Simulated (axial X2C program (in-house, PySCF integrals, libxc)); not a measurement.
## Curves of GdCl from open-shell CI on f8 s1

Calculated with an in-house all-electron X2C program for linear molecules (integrals from PySCF): two-component X2C with atomic mean-field Coulomb and Gaunt terms, basis Gd dyall-v3z, Cl dyall-av3z (cores contracted in-house). Orbitals come from Hartree–Fock averaged over the configuration Gd f8 s1; CI then distributes these electrons over the f, s shells of Gd.

Scan along the bond; masses Gd 157.924 u, Cl 34.969 u. Energies in cm⁻¹ from the lowest point; levels are followed by energy order within each Ω. Lowest level at 2.642 Å: 100% f8 s1.

```tsv
R (Å)	(1)Ω=13/2	(1)Ω=11/2	(1)Ω=9/2	(1)Ω=7/2	(1)Ω=5/2	(1)Ω=3/2	(1)Ω=1/2
2.457	1449	1646	1841	2027	2193	2320	2391
2.550	333	538	741	934	1108	1244	1320
2.642	0	207	412	607	783	921	999
2.748	288	494	696	889	1062	1197	1274
2.853	1058	1259	1457	1644	1810	1940	2014
2.972	2303	2497	2686	2865	3022	3144	3212
3.118	4137	4321	4498	4664	4808	4918	4979
```

(1) Fit the curves (1)Ω=13/2, (1)Ω=11/2, (1)Ω=9/2, (1)Ω=7/2, (1)Ω=5/2, (1)Ω=3/2, (1)Ω=1/2 near their minima.

The 7 lowest curves are shown; the next is (2)Ω=11/2, from 1373 cm⁻¹.

There is no dynamic correlation: spin–orbit spacings and, for f shells, spacings inside one term are the most reliable numbers, splittings between terms come out too wide, and energies between configurations are not reliable, so the lowest level need not be the ground state of the molecule. At most 4 roots were kept for each Ω > 0 (twice that for Ω = 0) within 2.2 eV of the lowest, so higher up levels can be missing between those listed; levels with Ω > 0 are doubly degenerate and listed once, Ω = 0 levels singly.

## Answers

(1) From the open-shell CI curves, Te from the lowest:

```
    level  Te (cm⁻¹)  Re (Å)  ωe (cm⁻¹)
(1)Ω=13/2          0   2.647      273.3
(1)Ω=11/2        207   2.647      272.5
 (1)Ω=9/2        412   2.647      271.6
 (1)Ω=7/2        607   2.647      270.6
 (1)Ω=5/2        783   2.647      269.5
 (1)Ω=3/2        921   2.647      268.5
 (1)Ω=1/2        999   2.647      267.8
```

Without dynamic correlation distances can be off by several hundredths of an Å (long for ionic bonds, short for multiple bonds) and the wavenumbers are rough.
